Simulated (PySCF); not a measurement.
Isomers of C4H7ClO2Si.

All values: PBE0/pcSseg-1 (PySCF) at GFN2-xTB geometries, gas phase, one conformer each.

Question: Rank by HOMO energy, lowest first.
A. `[O:1]=[CH:2][CH2:3][C:4](=[O:5])[SiH2:6][CH2:7][Cl:8]` with O1–C2–C3–C4 -33°, C2–C3–C4–O5 -134°, C3–C4–Si6–C7 149°, C4–Si6–C7–Cl8 -69°
B. `[CH3:1][O:2][SiH2:3][CH2:4][C:5]([Cl:6])=[C:7]=[O:8]` with C1–O2–Si3–C4 -177°, O2–Si3–C4–C5 -160°, Si3–C4–C5–Cl6 -53°
C. `[CH3:1][O:2][C@@H:3]1[CH:4]=[C:5]([Cl:6])[SiH2:7][O:8]1` with C1–O2–C3–C4 -175°

Answer: C (-7.61 eV), A (-7.12 eV), B (-6.55 eV).

Question: Rank by the highest IAO charge on any atom, highest value first.
A. `[CH3:1][O:2][SiH2:3][CH2:4][C:5]([Cl:6])=[C:7]=[O:8]` with C1–O2–Si3–C4 -177°, O2–Si3–C4–C5 -160°, Si3–C4–C5–Cl6 -53°
B. `[O:1]=[CH:2][CH2:3][C:4](=[O:5])[SiH2:6][CH2:7][Cl:8]` with O1–C2–C3–C4 -33°, C2–C3–C4–O5 -134°, C3–C4–Si6–C7 149°, C4–Si6–C7–Cl8 -69°
C. `[O:1]=[C:2]=[C:3]([Cl:4])[CH2:5][CH2:6][O:7][SiH3:8]` with C2–C3–C5–C6 29°, C3–C5–C6–O7 -49°, C5–C6–O7–Si8 180°

Answer: A (+1.018 e), C (+0.871 e), B (+0.712 e).

Question: Rank by dipole moment, highest first.
A. `[CH3:1][O:2][C@@H:3]1[CH:4]=[C:5]([Cl:6])[SiH2:7][O:8]1` with C1–O2–C3–C4 -175°
B. `[CH3:1][O:2][SiH2:3][CH2:4][C:5]([Cl:6])=[C:7]=[O:8]` with C1–O2–Si3–C4 -177°, O2–Si3–C4–C5 -160°, Si3–C4–C5–Cl6 -53°
C. `[O:1]=[CH:2][CH2:3][C:4](=[O:5])[SiH2:6][CH2:7][Cl:8]` with O1–C2–C3–C4 -33°, C2–C3–C4–O5 -134°, C3–C4–Si6–C7 149°, C4–Si6–C7–Cl8 -69°

Answer: C (3.30 D), B (2.75 D), A (1.56 D).

All values together:

```
                  SMILES  μ (D)  HOMO (eV)  LUMO (eV)  lowest IAO charge (e)  highest IAO charge (e)  lowest Hirshfeld charge (e)  highest Hirshfeld charge (e)
      O=CCC(=O)[SiH2]CCl   3.30      -7.12      -1.75             -0.538 (C)             +0.712 (Si)                   -0.202 (O)                   +0.292 (Si)
      CO[SiH2]CC(Cl)=C=O   2.75      -6.55      -1.91             -0.641 (O)             +1.018 (Si)                   -0.227 (O)                   +0.383 (Si)
CO[C@@H]1C=C(Cl)[SiH2]O1   1.56      -7.61      -0.62             -0.664 (O)             +1.015 (Si)                   -0.234 (O)                   +0.408 (Si)
      O=C=C(Cl)CCO[SiH3]   3.18      -6.45      -1.59             -0.637 (O)             +0.871 (Si)                   -0.201 (O)                   +0.388 (Si)
```

Conformers: `[O:1]=[CH:2][CH2:3][C:4](=[O:5])[SiH2:6][CH2:7][Cl:8]` with O1–C2–C3–C4 -33°, C2–C3–C4–O5 -134°, C3–C4–Si6–C7 149°, C4–Si6–C7–Cl8 -69°; `[CH3:1][O:2][SiH2:3][CH2:4][C:5]([Cl:6])=[C:7]=[O:8]` with C1–O2–Si3–C4 -177°, O2–Si3–C4–C5 -160°, Si3–C4–C5–Cl6 -53°; `[CH3:1][O:2][C@@H:3]1[CH:4]=[C:5]([Cl:6])[SiH2:7][O:8]1` with C1–O2–C3–C4 -175°; `[O:1]=[C:2]=[C:3]([Cl:4])[CH2:5][CH2:6][O:7][SiH3:8]` with C2–C3–C5–C6 29°, C3–C5–C6–O7 -49°, C5–C6–O7–Si8 180°.
